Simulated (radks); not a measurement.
The numbers below are computed, except where a source is named.
Charge is removed step by step from the 5s down level of Tc, starting from [Kr] 4d5 5s(up 1, down 1). Code: a radial shooting solver on a logarithmic mesh with Libxc functionals. Model: scalar-relativistic Kohn-Sham, r2SCAN, spin-polarised, spherical densities, finite nucleus; open shells are filled with parallel spins first (spin-orbit coupling, left out, can overturn this in heavy ions); meta-GGA in the generalised Kohn-Sham scheme; Fermi nuclear charge, rms radius 4.4112 fm.

| removed (e) | E - E(0) (eV) | eigenvalue (eV) |
|---|---|---|
| 0 | 0.000 | -4.344 |
| 0.125 | 0.581 | -4.954 |
| 0.25 | 1.238 | -5.557 |
| 0.375 | 1.969 | -6.145 |
| 0.5 | 2.773 | -6.706 |
| 0.625 | 3.644 | -7.225 |
| 0.75 | 4.576 | -7.672 |
| 0.875 | 5.555 | -7.967 |

The mean slope of the eigenvalue, de/dn, is 4.14 eV per electron.
